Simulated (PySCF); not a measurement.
Species: C6H6FNS (charge -1 and doublet state).
Z-matrix (Å and degrees, GFN2-xTB geometry), rows numbered from 1:
```
C 
C   1  1.4943
C   2  1.3781  1  124.04
F   3  1.3861  2  118.79  1     1.64
C   3  1.3785  2  123.68  1  -177.06
N   5  1.3778  3  121.51  2    -2.17
C   6  1.3140  5  116.10  3    -1.44
C   7  1.3860  6  126.01  5     5.02
S   8  1.7754  2  120.62  1   -18.31
H   1  1.0929  2  110.30  3  -133.76
H   1  1.0969  2  111.43  3   107.07
H   1  1.0895  2  110.51  3   -13.26
H   5  1.0799  3  121.97  2   179.01
H   7  1.0881  6  115.29  5  -176.90
H   9  1.3653  8   97.79  2    81.66
```

The hyperfine couplings belong to this conformer and change with its torsions.

The species is `C1[C](F)[C-](C)C(S)=CN=1` [radical] (charge -1).

Method: UKS B3LYP, pcH-1 on C F H N S, non-relativistic, mean-field spin-orbit, GIAO in PySCF. Whether the extra electron is bound in the gas phase wasn't checked; a finite basis holds it in any case. Couplings are sensitive to structure, and on GFN2-xTB geometries they can be far from those on DFT ones, by a factor of two or more for some ions and for spin on atoms past the first row. No stability test was run, so a lower SCF solution isn't excluded.

The largest Mulliken spin populations are on C2 (+0.35), C5 (+0.35), C8 (+0.25) and N6 (+0.18). Four atoms exceed +0.15. The positive populations add up to 1.25 and the negative ones to -0.25, together 2S = 1.

(1) Find Q in a(H) = Q·ρ(C) for the protons on the planar carbons that carry spin.

(2) List the C–H protons on four-coordinate carbons next to a three-coordinate spin centre, with their couplings and θ (C–H bond against the normal to the plane of the centre's neighbours, projected along the bond that joins the two).

(3) What would the freely rotating methyl group on C1 show?

Answers

(1) 
```
  H   C    ρ(C)  a(H) (G)  a/ρ (G)
H13  C5  +0.345     -8.96    -25.9
```

One proton gives one ratio, Q = -25.9 G, and no test of linearity. In every row coupling and population have opposite signs.

(2) 
```json
{"β H": "H10", "on": "C1", "centre": "C2", "θ (°)": "43", "cos²θ": "0.53", "a (G)": "+10.75"}
{"β H": "H11", "on": "C1", "centre": "C2", "θ (°)": "17", "cos²θ": "0.91", "a (G)": "+18.93"}
{"β H": "H12", "on": "C1", "centre": "C2", "θ (°)": "77", "cos²θ": "0.05", "a (G)": "+1.14"}
```

Fitting the Heller–McConnell form a = ρ(B0 + B2 cos²θ), with Mulliken ρ = 0.35, gives B0 = 0.1 G and B2 = 58.5 G, with a largest miss of 0.2 G. By this fit the coupling would be 20.7 G at θ = 0° and 0.0 G at 90°.

(3) Three equal couplings, a 1:3:3:1 quartet. The mean of the three values of this geometry estimates the splitting: 10.3 G, or 28.8 MHz (three bonds 120° apart have a mean cos²θ of 1/2 at any torsion).

Couplings in gauss use g_iso = 2.0019.

The SMILES draws the unpaired electron on C3; the largest computed Mulliken spin population is on C2 (0.35 against -0.11).
